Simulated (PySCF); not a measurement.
Zn, singlet.

The PySCF input:
```python
from pyscf import gto, scf, dft

mol = gto.M(
    atom='''
Zn    0.00000000    0.00000000    0.00000000
''',
    basis='def2-svp',
    verbose=4,
)

mf = dft.RKS(mol)
mf.xc = 'bhandhlyp'
mf.grids.atom_grid = (99, 590)
mf.grids.prune = None
mf.kernel()
```

Q: What does this run give for the HOMO-LUMO gap, number of basis functions, dipole moment, HOMO energy, total energy?

A: 
- HOMO-LUMO gap: 9.69 eV
- number of basis functions: 31
- dipole moment: 0.00 D
- HOMO energy: -7.03 eV
- total energy: -1779.101206 Ha
